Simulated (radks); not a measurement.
Results of a calculation; reference values are marked as such.
The mean radii <r> (bohr) of the occupied orbitals of an atom or ion are listed with their occupations. Code: a radial shooting solver on a logarithmic mesh with Libxc functionals. Model: Dirac Kohn-Sham, LDA (Slater exchange, Perdew-Wang correlation), spin-unpolarised, spherical densities, point nucleus.

| orbital | occ. | <r> |
|---|---|---|
| 1s1/2 | 2 | 0.04867 |
| 2s1/2 | 2 | 0.2180 |
| 2p1/2 | 2 | 0.1885 |
| 2p3/2 | 4 | 0.1920 |
| 3s1/2 | 2 | 0.6530 |
| 3p1/2 | 2 | 0.6726 |
| 3p3/2 | 4 | 0.6836 |
| 3d3/2 | 4 | 0.8043 |
| 3d5/2 | 6 | 0.8106 |
| 4s1/2 | 2 | 2.204 |

Name the element and its charge. Open shells, if any, fill j = l - 1/2 first.

Answer. Z = 31, gallium, charge +1: Ga+ in [Ar] 3d10 4s2. The 1s radius gives Z: for a bare nucleus <r> = (2 gamma + 1)/(2Z) with gamma = sqrt(1 - (Z/c)^2), 0.04755 bohr for Z = 31, and screening makes it slightly larger (0.04867 here). The occupations add up to 30, and the charge is Z minus that.
